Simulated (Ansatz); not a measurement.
Calculated with Ansatz (gas phase, PBE0-D4/def2-TZVP geometries, no zero-point term in ΔE). CCSD(T)/CBS adds triple-zeta CCSD(T) − MP2 to the extrapolated MP2 energy (def2 sets, frozen cores). This one scheme is used for every species. Functionals use def2-TZVPP. B3LYP here is the variant with VWN-RPA as its local correlation; programs differ in this. HSE06 is defined as in plane-wave codes. For Ga outer-core shells are correlated without core-valence functions, which leaves a few kJ/mol of doubt a bond. Scalar relativity is left out up to krypton.

Consider the ligand exchange at a Ga–N bond: `[NH2][GaH2]` + `[OH][AlH2]` → `[AlH2][O][GaH2]` + NH₃.

```
             level  ΔE (kJ/mol)  difference from CCSD(T)/CBS
       LDA (SPW92)        -16.6                          9.4
            PBE-D4        -24.3                          1.7
         revPBE-D4        -24.9                          1.1
           BLYP-D4        -29.3                         -3.3
         r2SCAN-D4        -28.8                         -2.8
            B97M-V        -34.3                         -8.3
           PBE0-D4        -26.7                         -0.7
          B3LYP-D4        -30.8                         -4.8
        r2SCANh-D4        -29.1                         -3.1
        r2SCAN0-D4        -29.6                         -3.6
          HSE06-D4        -26.7                         -0.7
          BHLYP-D4        -35.3                         -9.3
      CAM-B3LYP-D4        -30.0                         -4.0
           ωB97X-V        -29.5                         -3.5
           ωB97M-V        -28.1                         -2.1
            B2PLYP        -31.0                         -5.0
          PBE-QIDH        -29.4                         -3.4
               PBE        -23.3                          2.7
            revPBE        -25.2                          0.8
              BLYP        -27.9                         -1.9
            r2SCAN        -28.5                         -2.5
             B3LYP        -29.2                         -3.2
           r2SCANh        -28.7                         -2.7
           r2SCAN0        -29.1                         -3.1
             HSE06        -25.6                          0.4
             BHLYP        -32.5                         -6.5
         CAM-B3LYP        -28.7                         -2.7
           LC-ωPBE        -25.5                          0.5
       HF/def2-SVP        -46.8                        -20.8
      MP2/def2-SVP        -37.0                        -11.0
     CCSD/def2-SVP        -37.4                        -11.4
  CCSD(T)/def2-SVP        -36.4                        -10.4
   CCSD/def2-TZVPP        -31.8                         -5.8
CCSD(T)/def2-TZVPP        -31.1                         -5.1
     HF/def2-QZVPP        -40.6                        -14.6
    MP2/def2-QZVPP        -28.2                         -2.2
SCS-MP2/def2-QZVPP        -31.2                         -5.2
      HF/CBS(def2)        -40.7                        -14.7
     MP2/CBS(def2)        -25.9                          0.1
    CCSD/CBS(def2)        -26.7                         -0.7
       CCSD(T)/CBS        -26.0                            0
```

Largest T1 diagnostic among the species: 0.015.

From BLYP to BHLYP (50 % exact exchange), in def2-TZVPP and without D4, ΔE moves by −4.5 kJ/mol. In def2-TZVPP, CCSD(T) changes the Hartree–Fock value by +9.1 kJ/mol (the triples alone add +0.7 kJ/mol) and MP2 by +9.2 kJ/mol.
